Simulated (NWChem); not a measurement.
isotetrasilane (Si₄H₁₀); SMILES [SiH]([SiH3])([SiH3])[SiH3]

Problem. Give the equilibrium geometry at PBE-D3(BJ)/def2-SVP (NWChem) as a Z-matrix, with the point group.

Solution. point group C3v; any orientation.
```
Si
H 1 1.5097
Si 1 2.3525 2 109.68
H 3 1.5056 1 110.84 2 60.40
H 3 1.5056 4 108.85 1 122.15
H 3 1.5057 4 108.65 5 118.16
Si 1 2.3525 2 109.68 3 120.00
H 7 1.5056 1 110.84 2 60.40
H 7 1.5056 8 108.85 1 122.15
H 7 1.5057 8 108.65 9 118.16
Si 1 2.3525 2 109.68 3 -120.00
H 11 1.5056 1 110.84 2 60.40
H 11 1.5056 12 108.85 1 122.15
H 11 1.5057 12 108.65 13 118.16
```
